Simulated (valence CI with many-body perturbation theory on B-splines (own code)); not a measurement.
## Lu XL: calculated level list

Method: valence CI with perturbative core correlation (CI+MBPT): four valence electrons over a frozen Dirac-Fock core [Ar] 3d10, a basis of 11 s, 11 p, 10 d, 8 f, 5 g, 2 h functions for each j, with the one-electron correlation potential Σ1 (screened to all orders), the two-electron term Σ2, the three-electron term Σ3, Breit, model QED; selected single and double excitations, second order for the rest, scaled by the run's own slope (own B-spline code, finite nucleus).

The last digits are not significant, and no measured levels were compared; by estimate large intervals hold to a few tenths of a per cent, small ones and those within an open d or f shell to about a per cent. Among the levels kept, up to 380 cm⁻¹ of a level comes from second order outside the variational space, and about a tenth of that is noise between levels of different J, which matters for small intervals.

Levels 136 to 180 of 189, with energies above the lowest level, (4s^2 4p1/2^2) J=0. "Leading %" is the weight of the configuration and term that name the level; weights of strongly mixed levels are sums over their largest components and can fall short. In the jj column 3d3/2^4 stands for four electrons in 3d with j = 3/2. Lifetimes count E1, E2, E3, M1 and M2 decay at the calculated energies, and are blank where another channel may lead or the interval is too uncertain; long ones can be off by a factor of two.

| No. | Configuration | Term | J | E (eV) | Leading % | Lifetime | Second component | g | Leading jj |
| --- | --- | --- | --- | --- | --- | --- | --- | --- | --- |
| 136 | 4s4p4d² | ⁵D° | 2 | 544.62 | 26 | 2.84 ps | 12 % 4s4p4d² ⁵P° | 1.285 | 4s 4p1/2 4d3/2 4d5/2 (64 %) |
| 137 | 4s4p4d² | ³G° | 3 | 544.91 | 10 | 2.89 ps | 9 % 4s4p4d² ⁵D° | 1.146 | 4s 4p1/2 4d3/2 4d5/2 (61 %) |
| 138 | 4p³4d | ¹G° | 4 | 550.69 | 15 | 2.85 ps | 12 % 4s4p²4f ¹G° | 1.134 | 4s 4p1/2 4p3/2 4f5/2 (32 %) |
| 139 | 4s4p²4f | ³D° | 3 | 550.78 | 22 | 2.01 ps | 11 % 4s4p²4f ⁵G° | 1.062 | 4s 4p1/2 4p3/2 4f5/2 (44 %) |
| 140 | 4s4p²4f | ⁵G° | 4 | 552.74 | 21 | 2.90 ps | 16 % 4s4p4d² ³H° | 1.114 | 4s 4p1/2 4p3/2 4f5/2 (34 %) |
| 141 | 4s4p4d² | ³F° | 4 | 553.21 | 16 | 3.75 ps | 12 % 4s4p²4f ³G° | 1.221 | 4s 4p1/2 4d5/2^2 (36 %) |
| 142 | 4s4p²4f | ⁵D° | 2 | 553.70 | 15 | 1.86 ps | 13 % 4s4p²4f ⁵F° | 1.036 | 4s 4p1/2 4p3/2 4f5/2 (41 %) |
| 143 | 4s4p4d² | ⁵D° | 3 | 553.76 | 17 | 2.02 ps | 17 % 4s4p²4f ⁵D° | 1.286 | 4s 4p1/2 4d3/2 4d5/2 (39 %) |
| 144 | 4s4p²4f | ⁵F° | 3 | 555.08 | 10 | 1.85 ps | 10 % 4s4p²4f ⁵D° | 1.140 | 4s 4p1/2 4d3/2 4d5/2 (36 %) |
| 145 | 4s4p²4f | ⁵F° | 1 | 556.12 | 66 | 2.32 ps | 7 % 4s4p²4f ⁵D° | 0.298 | 4s 4p1/2 4p3/2 4f5/2 (86 %) |
| 146 | 4p³4d | ³F° | 2 | 556.43 | 17 | 1.45 ps | 9 % 4s4p4d² ⁵D° | 1.023 | 4s 4p1/2 4d3/2 4d5/2 (38 %) |
| 147 | 4s4p²4f | ⁵G° | 5 | 556.46 | 47 | 5.14 ps | 24 % 4s4p²4f ⁵F° | 1.273 | 4s 4p1/2 4p3/2 4f7/2 (84 %) |
| 148 | 4p³4d | ³F° | 2 | 557.57 | 18 | 1.42 ps | 15 % 4s4p²4f ⁵G° | 0.919 | 4s 4p1/2 4p3/2 4f5/2 (43 %) |
| 149 | 4p³4d | ³D° | 3 | 557.60 | 16 | 1.30 ps | 7 % 4s4p4d² ³D° | 1.156 | 4s 4p1/2 4d3/2 4d5/2 (40 %) |
| 150 | 4s4p²4f | ⁵G° | 4 | 558.45 | 25 | 1.40 ps | 21 % 4s4p4d² ⁵D° | 1.237 | 4s 4p1/2 4p3/2 4f5/2 (34 %) |
| 151 | 4s4p4d² | ⁵S° | 2 | 559.07 | 17 | 901 fs | 16 % 4s4p4d² ⁵P° | 1.443 | 4s 4p1/2 4d3/2 4d5/2 (65 %) |
| 152 | 4s4p4d² | ³D° | 1 | 559.12 | 9 | 1.03 ps | 9 % 4p³4d ³D° | 1.014 | 4s 4p1/2 4d3/2 4d5/2 (44 %) |
| 153 | 4p³4d | ⁵D° | 3 | 559.34 | 16 | 1.42 ps | 15 % 4s4p²4f ⁵G° | 1.037 | 4s 4p1/2 4p3/2 4f5/2 (38 %) |
| 154 | 4p³4d | ³F° | 2 | 560.90 | 32 | 1.78 ps | 10 % 4s4p²4f ³F° | 0.840 | 4p1/2 4p3/2^2 4d3/2 (54 %) |
| 155 | 4p³4d | ³F° | 4 | 560.95 | 20 | 4.92 ps | 15 % 4s4p²4f ³F° | 1.190 | 4s 4p1/2 4p3/2 4f7/2 (32 %) |
| 156 | 4s4p4d² | ⁵G° | 5 | 561.33 | 20 | 3.19 ps | 17 % 4s4p²4f ⁵F° | 1.248 | 4s 4p1/2 4d5/2^2 (55 %) |
| 157 | 4s4p²4f | ³F° | 2 | 562.20 | 12 | 3.28 ps | 12 % 4s4p²4f ³D° | 1.129 | 4s 4p1/2 4p3/2 4f7/2 (45 %) |
| 158 | 4s4p4d² | ³D° | 1 | 562.60 | 25 | 1.15 ps | 17 % 4p³4d ⁵D° | 0.955 | 4p1/2 4p3/2^2 4d3/2 (43 %) |
| 159 | 4s4p²4f | ³G° | 5 | 562.78 | 36 | 2.45 ps | 16 % 4s4p²4f ⁵G° | 1.223 | 4s 4p1/2 4p3/2 4f7/2 (41 %) |
| 160 | 4s4p²4f | ³G° | 3 | 563.99 | 26 | 3.09 ps | 11 % 4s4p²4f ³F° | 1.052 | 4s 4p1/2 4p3/2 4f7/2 (60 %) |
| 161 | 4s4p²4f | ³H° | 6 | 564.16 | 51 | 5.69 ps | 44 % 4s4p²4f ⁵G° | 1.237 | 4s 4p1/2 4p3/2 4f7/2 (94 %) |
| 162 | 4s4p²4f | ³F° | 3 | 564.56 | 18 | 1.35 ps | 11 % 4s4p4d² ³G° | 1.061 | 4s 4p1/2 4p3/2 4f5/2 (55 %) |
| 163 | 4p³4d | ³G° | 4 | 564.57 | 17 | 1.67 ps | 12 % 4s4p²4f ⁵D° | 1.234 | 4s 4p1/2 4p3/2 4f5/2 (28 %) |
| 164 | 4s4p²4f | ³D° | 2 | 566.24 | 18 | 1.96 ps | 10 % 4s4p²4f ⁵D° | 1.248 | 4s 4p1/2 4d5/2^2 (38 %) |
| 165 | 4s4p²4f | ⁵D° | 0 | 566.38 | 31 | 1.92 ps | 27 % 4s4p²4f ³P° |  | 4s 4p1/2 4p3/2 4f5/2 (55 %) |
| 166 | 4s4p²4f | ⁵D° | 2 | 566.53 | 18 | 1.71 ps | 16 % 4s4p²4f ³D° | 1.168 | 4s 4p1/2 4p3/2 4f5/2 (66 %) |
| 167 | 4s4p²4f | ⁵D° | 1 | 566.88 | 36 | 2.21 ps | 26 % 4s4p²4f ³P° | 1.244 | 4s 4p1/2 4p3/2 4f5/2 (57 %) |
| 168 | 4s4p²4f | ³D° | 1 | 567.65 | 22 | 2.17 ps | 10 % 4p³4d ³S° | 1.126 | 4s 4p1/2 4p3/2 4f5/2 (24 %) |
| 169 | 4s4p²4f | ³G° | 4 | 567.78 | 21 | 2.02 ps | 16 % 4p³4d ³F° | 1.240 | 4p1/2 4p3/2^2 4d5/2 (36 %) |
| 170 | 4s4p²4f | ⁵D° | 3 | 568.37 | 11 | 1.32 ps | 10 % 4s4p²4f ¹F° | 1.151 | 4s 4p1/2 4p3/2 4f5/2 (35 %) |
| 171 | 4s4p4d² | ³P° | 0 | 568.47 | 19 | 1.39 ps | 18 % 4p³4d ¹S° |  | 4s 4p1/2 4p3/2 4f5/2 (33 %) |
| 172 | 4s4p4d² | ³F° | 3 | 569.71 | 21 | 1.93 ps | 16 % 4s4p4d² ⁵D° | 1.188 | 4s 4p1/2 4d5/2^2 (69 %) |
| 173 | 4p³4d | ³G° | 5 | 570.09 | 50 | 3.11 ps | 20 % 4s4p²4f ³H° | 1.164 | 4p1/2 4p3/2^2 4d5/2 (50 %) |
| 174 | 4s4p4d² | ³D° | 2 | 570.27 | 8 | 1.70 ps | 8 % 4s4p²4f ³P° | 1.176 | 4s 4p1/2 4p3/2 4f7/2 (37 %) |
| 175 | 4p³4d | ³P° | 0 | 570.29 | 38 | 1.71 ps | 16 % 4s4p4d² ³P° |  | 4p1/2 4p3/2^2 4d5/2 (36 %) |
| 176 | 4p³4d | ¹D° | 2 | 570.84 | 15 | 1.02 ps | 13 % 4s4p²4f ¹D° | 1.032 | 4s 4p1/2 4p3/2 4f5/2 (38 %) |
| 177 | 4s4p²4f | ³F° | 4 | 570.94 | 23 | 2.28 ps | 16 % 4s4p²4f ³G° | 1.155 | 4s 4p1/2 4p3/2 4f7/2 (62 %) |
| 178 | 4p³4d | ³D° | 1 | 571.75 | 24 | 1.17 ps | 20 % 4s4p²4f ¹P° | 0.821 | 4p1/2 4p3/2^2 4d3/2 (48 %) |
| 179 | 4s4p²4f | ³D° | 3 | 572.20 | 48 | 1.57 ps | 8 % 4s4p²4f ³G° | 1.173 | 4s 4p1/2 4p3/2 4f7/2 (44 %) |
| 180 | 4s4p²4f | ³G° | 3 | 573.87 | 18 | 1.20 ps | 13 % 4p³4d ³D° | 1.077 | 4s 4p1/2 4p3/2 4f5/2 (36 %) |

Where two levels of one J and parity lie close, their mixing, g and order are uncertain.
